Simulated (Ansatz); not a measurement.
Reaction (formal exchange of groups at the Si–N bond): `O[SiH2]N[Si](O)(F)F` + `O[SiH2][SiH3]` → `O[SiH2][SiH](O)[SiH3]` + `N[Si](O)(F)F`

Calculated with Ansatz (gas phase, PBE0-D4/def2-TZVP geometries, no zero-point term in ΔE). CCSD(T)/CBS adds triple-zeta CCSD(T) − MP2 to the extrapolated MP2 energy (def2 sets, frozen cores). Each species was taken in one conformer, which may not be the lowest.

```tsv
species	CCSD(T)/CBS(def2) energy (Eh)
`O[SiH2]N[Si](O)(F)F`	-986.12730
`O[SiH2][SiH3]`	-656.96789
`O[SiH2][SiH](O)[SiH3]`	-1022.47376
`N[Si](O)(F)F`	-620.58997
```

(1) Work out ΔE.

Largest T1 diagnostic among the species: 0.013.

## Answers

(1) ΔE = (-1022.47376) + (-620.58997) − (-986.12730) − (-656.96789) = 0.03146 Eh = +19.7 kcal/mol.

In def2-TZVPP, CCSD(T) changes the Hartree–Fock value by −3.0 kcal/mol (the triples alone add −0.4 kcal/mol) and MP2 by −1.7 kcal/mol. From PBE to PBE0 (25 % exact exchange), in def2-TZVPP and without D4, ΔE moves by +1.7 kcal/mol.
